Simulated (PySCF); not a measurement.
This PySCF input asks for the NMR shieldings of SMILES C/C(=C/[S@](C)=O)S[SiH3], C₄H₁₀OS₂Si; the geometry comes from GFN2-xTB.

```python
import basis_set_exchange as bse
import numpy as np
from pyscf import gto, dft
from pyscf.prop import nmr

atoms = """
C     0.392271    2.567454    0.417412
C     0.130993    1.122634    0.126139
C    -0.608091    0.749222   -0.923500
S    -1.020302   -0.925179   -1.368728
C    -2.105608   -1.286904    0.068982
O     0.211769   -1.746643   -1.123424
S     0.819971    0.031412    1.307534
Si    1.879420   -1.526059    0.139219
H     1.457980    2.769362    0.321083
H     0.111358    2.781423    1.446785
H    -0.159764    3.217296   -0.257341
H    -0.996833    1.471207   -1.622721
H    -2.326922   -2.348885    0.061349
H    -1.586803   -1.013154    0.981641
H    -3.014650   -0.707825   -0.045772
H     2.369480   -0.868438   -1.064845
H     3.094783   -1.461730    0.989517
H     1.342188   -2.818876    0.535012
"""
names = dict.fromkeys(["C", "S", "O", "Si", "H"], "pcSseg-1")
basis = {el: gto.basis.parse(bse.get_basis(n, elements=[el], fmt="nwchem")) for el, n in names.items()}
mol = gto.M(atom=atoms, basis=basis, charge=0, verbose=0)
mf = dft.RKS(mol, xc="PBE0")
mf.grids.level = 2
mf.grids.alignment = dft.numint.BLKSIZE   # the property module wants whole blocks of grid points
mf.conv_tol = 1e-9
mf.kernel()

calc = nmr.RKS(mf)   # GIAO
C = mf.mo_coeff
Co = C[:, mf.mo_occ > 0]
resp = mf.gen_response(singlet=True, hermi=2)
def vind(x):   # induced exchange potential for any number of trial vectors
    d = np.einsum("pi,xij,qj->xpq", C, 2 * x.reshape(-1, C.shape[1], Co.shape[1]), Co, optimize=True)
    return np.einsum("xpq,pi,qj->xij", resp(d - d.transpose(0, 2, 1)), C, Co, optimize=True).ravel()
mo1, _ = nmr.rhf.solve_mo1(calc, with_cphf=vind)
sigma = calc.kernel(mo1)
for i, s in enumerate(sigma):   # ppm
    print("%2d %-2s %9.2f" % (i, mol.atom_pure_symbol(i), np.trace(s) / 3))
```

Question: What are the results?

Answer: 
```
 0 C     151.68
 1 C       8.86
 2 C      67.19
 3 S     224.21
 4 C     149.12
 5 O     289.45
 6 S     569.92
 7 Si    435.52
 8 H      28.95
 9 H      29.25
10 H      29.61
11 H      25.65
12 H      29.41
13 H      26.23
14 H      30.23
15 H      26.41
16 H      27.05
17 H      26.16
```

These numbers come from an equivalent density-fitted implementation of the same equations, which agrees with the script to about 0.01 ppm for H and up to a few tenths of a ppm for heavy atoms, so last digits may differ.

Size and cost of the density-fitted run: 207 basis functions, 75 s wall time on 1 thread of an Arm Neoverse N1, shared host; peak memory 1 GiB.
